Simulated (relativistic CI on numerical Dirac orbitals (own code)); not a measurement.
One change at a time: W LV

Base calculation: Dirac-Coulomb-Breit CI, orbitals from a KLI potential per configuration, QED by a radiative potential, unscaled Slater integrals.

Configurations in the expansion (outside the closed core [Ne]): 3s2 3p6 3d2, 3s2 3p5 3d3, 3s 3p6 3d3, 3s2 3p6 3d 4s, 3s2 3p6 3d 4p, 3s2 3p6 3d 4d, 3s2 3p5 3d2 4s, 3s2 3p6 3d 4f, 3s2 3p5 3d2 4p, 3s2 3p5 3d2 4d, 3p6 3d4, 3p5 3d5, 3p5 3d4 4s, 3p6 3d3 4s, 3p5 3d3 4s2. Double excitations out of closed p, d and f shells are left out; levels of such configurations are missing from the list, as are those of other unlisted configurations, and high levels can miss mixing partners. These lack a partner that the ground configuration has and come out too high: 3s2 3p5 3d2 4p, 3s2 3p5 3d2 4d.

The lowest level and the first level of each name with at least 55 % of one term (blank where a level has no safe partner in the second run):

```tsv
Level	Base (eV)	Shift (eV)
3s2 3p6 3d2 3F_2	0.000	0.000
3s2 3p6 3d2 3P_0	24.048	-2.170
3s2 3p6 3d2 3F_3	72.169	+0.327
3s2 3p6 3d2 1G_4	86.243	-1.052
3s2 3p6 3d2 3P_1	87.865	-1.099
3s2 3p6 3d2 3F_4	152.802	-0.250
3s2 3p6 3d2 1S_0	186.811	-3.505
3s2 3p5 3d3 3I°_7	426.611	+0.884
```

At this charge energies of transitions that change n are usually good to better than 1 %, and those within a shell (Δn = 0) to a few per cent.

Problem. One thing was changed in a second run, which moved the levels as shown. Which?
A. non-relativistic limit
B. configuration mixing switched off
C. QED terms removed
D. valence Slater integrals scaled by 0.9
E. Breit term removed

Solution. D. Valence Slater integrals scaled by 0.9. Scaling acts on the splittings between terms and on the mixing, and leaves the fine structure of pure LS terms nearly alone; in jj coupling it moves the levels of one term differently.

LS names give the leading component of a level, which can be under half, so a name can repeat, a term be missing and a line seem to break the LS rules.
